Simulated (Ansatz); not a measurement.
## Ansatz timings: SiBrCl3 (bromotrichlorosilane)

SiBrCl3: 5 atoms, total charge 0, spin state singlet. SMILES: `Cl[Si](Cl)(Cl)Br`. Geometry: relaxed at PBE0-D4/def2-TZVP.

```jsonl
{"atom": "Cl", "x (Å)": "-0.8529", "y (Å)": "-0.2177", "z (Å)": "1.8216"}
{"atom": "Si", "x (Å)": "0.0034", "y (Å)": "-0.0426", "z (Å)": "-0.0032"}
{"atom": "Cl", "x (Å)": "1.6905", "y (Å)": "-1.1582", "z (Å)": "-0.0592"}
{"atom": "Cl", "x (Å)": "-1.2857", "y (Å)": "-0.7097", "z (Å)": "-1.4128"}
{"atom": "Br", "x (Å)": "0.4944", "y (Å)": "2.0544", "z (Å)": "-0.3879"}
```

Program: Ansatz 0.2.0. Hardware: 1 thread of Arm Neoverse V2, shared host, so times are rough. Ansatz fits the integrals of SCF and DFT runs by default. Its times include its search for lower SCF states.

Estimate their order by wall time, quickest first.
A. energy at HF/STO-3G
B. energy at B2PLYP/cc-pVDZ, 29 core orbitals frozen
C. energy at MP2/cc-pVDZ, 29 core orbitals frozen

A (1.1 s), C (9.6 s), B (28 s).
